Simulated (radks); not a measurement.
Dipole-allowed excitations along the series with 11 electrons in [Ne] 3s1. All-electron calculation, non-relativistic Kohn-Sham, LB94 model potential, spin-polarised, spherical densities, point nucleus; open shells are filled with parallel spins first. Program: a radial shooting solver on a logarithmic mesh with Libxc functionals. Time-dependent linear response with the Hartree and adiabatic LDA kernel, continuum included through the Sternheimer equations. Lines are the poles of the dipole polarisability below minus the highest occupied eigenvalue, found on a grid refined at the orbital gaps; the lowest seven at most are given, and weak or close lines can be missed. The first line takes the name of the lowest orbital gap if no other gap lies below it; otherwise a line is named after a gap within 0.6 % of it, if that gap stands alone.

species  -e(HOMO) (eV)  lowest orbital gap (eV)  first line (eV)      f  strongest line (eV)  its f  static alpha (bohr^3)
Ni17+           605.66             3s-3p 35.747   38.309 (3s-3p)  0.306            the first  0.306                 0.1618
Cu18+           668.40             3s-3p 37.660   40.355 (3s-3p)  0.294            the first  0.294                 0.1400
Zn19+           734.16             3s-3p 39.572   42.400 (3s-3p)  0.283       355.83 (3s-4p)  0.289                 0.1219
Ga20+           802.96             3s-3p 41.484   44.441 (3s-3p)  0.273       387.63 (3s-4p)  0.295                 0.1068
Ge21+           874.78             3s-3p 43.396   46.484 (3s-3p)  0.264       420.76 (3s-4p)  0.302                0.09415
As22+           949.62             3s-3p 45.307   48.528 (3s-3p)  0.255       455.21 (3s-4p)  0.307                0.08341
